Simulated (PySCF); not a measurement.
**Worked example: chemical shift, span and skew from a shielding tensor**

B(Br)(vinyl)(OH) (C2H4BBrO), SMILES OB(C=C)Br. Atoms are numbered in the order given.

```xyz
9

B     -0.3187     0.5690     0.0000
Br     0.1920    -1.3230     0.0000
C      0.7828     1.6598     0.0000
C      0.4813     2.9688     0.0000
H      1.8363     1.3606     0.0000
H      1.2518     3.7474     0.0000
H     -0.5595     3.3096     0.0000
O     -1.6273     0.8924     0.0000
H     -2.2220     0.1313     0.0000
```

Geometry: B3LYP-D3(BJ)/def2-SVP. The structure was generated by enumeration, and PubChem lists no compound with its InChIKey, so it may never have been made. Other conformers were not sampled.

GIAO shieldings from B3LYP/pcSseg-1 (PySCF), non-relativistic, no solvent. The symmetric part of the tensor of C4 has the principal values -96.0, 28.9, 160.7 ppm. The same nucleus in TMS has σ = 181.3 ppm at this level (PySCF, at its B3LYP-D3(BJ)/def2-TZVP geometry). Without spin–orbit terms, shifts of atoms bonded to Cl or Br come out too high.

Q: Work out the isotropic shielding, the ¹³C shift against TMS, the span and the skew.

A: 
σ(iso) = (σ11 + σ22 + σ33)/3 = 31.2 ppm. δ = σ(ref) − σ(iso) = 181.3 − (31.2) = 150.1 ppm.
Span Ω = σ33 − σ11 = 256.7 ppm. Skew κ = 3(σ(iso) − σ22)/Ω = 0.03. Tumbling in solution averages the tensor to δ; in a static solid the shielding alone would spread this spin-1/2 line over Ω.
